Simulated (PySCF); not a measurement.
Match the calculated data to a structure.

All candidates are C5H14Si2.

* UV, strongest line: among the 6 lowest singlet transitions: S5 at 7.58 eV (164 nm, f = 0.019) [TDDFT CAM-B3LYP/def2-SVPD]
* Dipole: 0.68 D [CAM-B3LYP/def2-SVPD]
* UV, first state: lowest singlet excitation: 6.55 eV (189 nm, f = 0.001) [TDDFT CAM-B3LYP/def2-SVPD]
* Rotational structure: rotational constants A, B, C: 3.012, 1.134, 1.090 GHz [PBE0-D3(BJ)/def2-SVP]
* Polarisability: 110.3 au [CAM-B3LYP/def2-SVPD]

Electronic properties: PySCF, gas phase, density fitting. Levels stand in brackets. Geometry: PBE0-D3(BJ)/def2-SVP, one conformer, isolated molecule.

Problem. Which candidate is it?
A. `[SiH3][SiH2]C1CCCC1`
B. `CC(C)[SiH]1C[SiH2]C1`
C. `[SiH3]C([SiH3])C1CCC1`

Solution. B. It is `CC(C)[SiH]1C[SiH2]C1`. Numbering: `[CH3:1][CH:2]([CH3:3])[SiH:4]1[CH2:5][SiH2:6][CH2:7]1`. Its formula, C5H14Si2, gives 1 degree of unsaturation: 1 ring and 0 π bonds in the structure found. The optimised geometry has point group C1 and is an asymmetric top.

The others, at the same levels:
- `[SiH3]C([SiH3])C1CCC1` fails: its computed lowest singlet excitation is 7.56 eV (164 nm, f = 0.033) (against 6.55 eV), static isotropic polarisability is 112.4 au (against 110.3 au) and rotational constant A is 2.302 GHz (against 3.012 GHz).
- `[SiH3][SiH2]C1CCCC1` fails: its computed lowest singlet excitation is 7.14 eV (174 nm, f = 0.046) (against 6.55 eV), static isotropic polarisability is 115.2 au (against 110.3 au) and smallest rotational constant is 0.890 GHz (against 1.090 GHz).

Each candidate is one conformer, not necessarily the lowest. The conformers computed, where there is a choice (atom-mapped SMILES and torsion angles):
- `[CH3:1][CH:2]([CH3:3])[SiH:4]1[CH2:5][SiH2:6][CH2:7]1`: C1–C2–Si4–C5 -175°
- `[SiH3:1][CH:2]([SiH3:3])[CH:4]1[CH2:5][CH2:6][CH2:7]1`: Si1–C2–C4–C5 170°

The conformers of `[SiH3][SiH2]C1CCCC1` aren't listed.
